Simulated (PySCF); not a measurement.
Computed shifts of a molecule C3H6BNO2, PBE/pcSseg-1 (PySCF), GIAO, gas phase, equivalent atoms averaged, in ppm (number of nuclei): ¹³C: 149.9 (1), 62.8 (1), 40.9 (1). ¹⁵N: 249.4 (1). ¹H: 6.87 (1), 5.18 (1), 4.04 (2), 3.54 (2). References: ¹⁷O against H2O (σ = 334.3 ppm); ¹¹B against BF3 (σ = 83.9 ppm); ¹³C against TMS (σ = 182.0 ppm); ¹⁵N against NH3 (σ = 267.0 ppm); ¹H against TMS (σ = 31.49 ppm), references at their B3LYP-D3(BJ)/def2-TZVP geometries, non-relativistic. The structure is a stationary point at ωB97X-D3(BJ)/def2-SVP. The values are those of a single conformer.

### Question
Pick the molecule that these values belong to.
A) OB1CN=COC1
B) NB(O)[C@H]1C=CO1
C) OB1NCC=CO1
D) C=C1CNB(O)O1

### Answer
A, OB1CN=COC1
